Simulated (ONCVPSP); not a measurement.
# Potentials for vanadium (V) compared

Generated with ld1.x 7.5 (TM, RRKJ, ultrasoft, PAW), atompaw 4.2 or ONCVPSP 4.0.1. The cutoff is in Ry: for ld1.x and atompaw files where the sum of valence levels is converged to 10 mRy in a Bessel basis, for ONCV files where the hardest occupied wave has 1 mHa per electron of residual kinetic energy. The error is the largest all-electron minus pseudo excitation energy over each file’s own four to seven test configurations (ionisations up to +4, promotions, holes and added fractions of an electron), all of which were solved. The labels leave out finer settings (local radius, basis sizes, second energies), which also bear on the numbers. Spin-polarised tests are not counted. The rows are a selection from randomly drawn settings: files with unsolved tests, undetermined cutoffs or missed reference levels are left out.

A true bound ghost makes a file unfit for plane-wave use even where its test errors are small: the radial tests pick states by their node count and pass the ghost by.

```csv
potential,cutoff (Ry),largest error (meV),bound ghosts
"ONCV, PBE, scalar-relativistic, rc 1.80/1.45/1.35 (spd), local smoothed, core correction yes, reference 3s2 3p6 3d3 4s2, qcut 5.9/7.7/13.1, projectors 2/3/1",110,-2.3,none
"ONCV, PBE, scalar-relativistic, rc 1.75/1.55/2.05 (spd), local smoothed, core correction no, reference 3s2 3p6 3d3 4s1.75 4p0.25, qcut 6.9/10.3/7.1, projectors 2/2/2",49,-493,none
"ONCV, PBE, scalar-relativistic, rc 2.45/3.75/1.60 (spd), local smoothed, core correction no, reference 3d3 4s1 4p1, qcut 3/2.3/10.3, projectors 2/2/1",74,+130,s
"ONCV, PBEsol, scalar-relativistic, rc 1.40/1.05/1.85 (spd), local smoothed, core correction yes, reference 3s2 3p6 3d3 4s2, qcut 9.3/7.7/8.6, projectors 2/3/1",135,+33,p
"ONCV, LDA (Perdew-Wang 92), fully relativistic, rc 2.70/3.70/1.25/4.05 (spdf), local smoothed, core correction yes, reference 3d3 4s1.5 4p0.5, qcut 2.7/2.3/14/2.5, projectors 2/2/1/1",132,-95,"s, p3/2, p1/2"
"ONCV, PBE, scalar-relativistic, rc 1.50/1.95/2.40 (spd), local smoothed, core correction yes, reference 3s2 3p6 3d3 4s1.75 4p0.25, qcut 8.2/6/5.4, projectors 2/2/2",44,-650,none
```

(1) Fill in the row for V: ONCV, PBE, scalar-relativistic, rc 2.75/1.25/1.70 (spd), local smoothed, core correction no, reference 3p6 3d3 4s1, qcut 2.2/9.2/11, projectors 2/2/2.

(2) Fill in the row for V: ONCV, BLYP, scalar-relativistic, rc 1.55/0.95/1.15 (spd), local smoothed, core correction yes, reference 3s2 3p6 3d3 4s2, qcut 8.7/8.4/8.5, projectors 2/3/2.

(3) Fill in the row for V: ONCV, PBE, scalar-relativistic, rc 2.75/2.35/2.35 (spd), local p, core correction no, reference 3d3 4s1.5, qcut 2.4/3.4/8, projectors 3/0/2.

Answers

(1) cutoff 77 Ry, largest error +89 meV, bound ghosts: s.

(2) cutoff 244 Ry, largest error -2.1 meV, bound ghosts: p.

(3) cutoff 42 Ry, largest error +146 meV, bound ghosts: none.
